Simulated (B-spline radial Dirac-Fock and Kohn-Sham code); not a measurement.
# X-ray scattering factor of Pt²⁺

System: the Pt²⁺ ion, configuration [Xe] 4f14 5d6 6s2 (not the ground configuration).

Input of the calculation (task.json; shells as n, l, electrons):

```json
{"items": [{
  "Z": 78,
  "q": 2,
  "cfg": [[1, 0, 2], [2, 0, 2], [2, 1, 6], [3, 0, 2], [3, 1, 6], [3, 2, 10], [4, 0, 2], [4, 1, 6], [4, 2, 10], [4, 3, 14], [5, 0, 2], [5, 1, 6], [5, 2, 6], [6, 0, 2]],
  "A": 195,
  "rrms": 5.427,
  "do": ["scatter"],
  "s": [0.0, 0.05, 0.1, 0.15, 0.2, 0.25, 0.3, 0.35, 0.4, 0.45, 0.5, 0.6, 0.7, 0.8, 0.9, 1.0, 1.1, 1.2, 1.4, 1.6, 1.8, 2.0, 2.5, 3.0, 3.5, 4.0, 5.0, 6.0],
  "pz": [0, 0.1, 0.2, 0.3, 0.4, 0.5, 0.6, 0.8, 1.0, 1.2, 1.4, 1.6, 1.8, 2.0, 2.5, 3.0, 4.0, 5.0, 7.0, 10.0, 15.0, 20.0, 30.0, 40.0, 60.0, 100.0],
  "hv_scatter": [2000, 5000, 8047.8, 20000, 50000, 100000, 200000, 1000000]
}]}
```

Run with: `python xray_run.py task.json out`

The computed values come from a radial finite-basis atomic code: relativistic Hartree-Fock (Dirac-Fock) wave functions, averaged over the configuration. f₀ is the Fourier transform of the spherical electron density, S the Waller-Hartree incoherent function, and s = sin θ/λ.

```
s (Å⁻¹)      f₀       S
      0  76.000   0.000
   0.05  75.136   1.056
    0.1  72.781   3.498
   0.15  69.485   6.175
    0.2  65.801   8.678
   0.25  62.089  11.084
    0.3  58.524  13.437
   0.35  55.172  15.700
    0.4  52.047  17.857
   0.45  49.147  19.920
    0.5  46.463  21.899
    0.6  41.678  25.566
    0.7  37.543  28.768
    0.8  33.923  31.532
    0.9  30.723  33.982
      1  27.895  36.222
    1.1  25.417  38.309
    1.2  23.274  40.269
    1.4  19.910  43.872
    1.6  17.552  47.125
    1.8  15.878  50.050
      2  14.594  52.621
    2.5  11.963  57.549
      3   9.597  60.905
    3.5   7.675  63.371
      4   6.337  65.303
      5   4.933  68.149
      6   4.177  70.108
```

f₀ starts at the number of electrons, 76, and has fallen to half at s ≈ 0.69 Å⁻¹. The sum of ⟨r²⟩ over the electrons is 48.11 bohr².
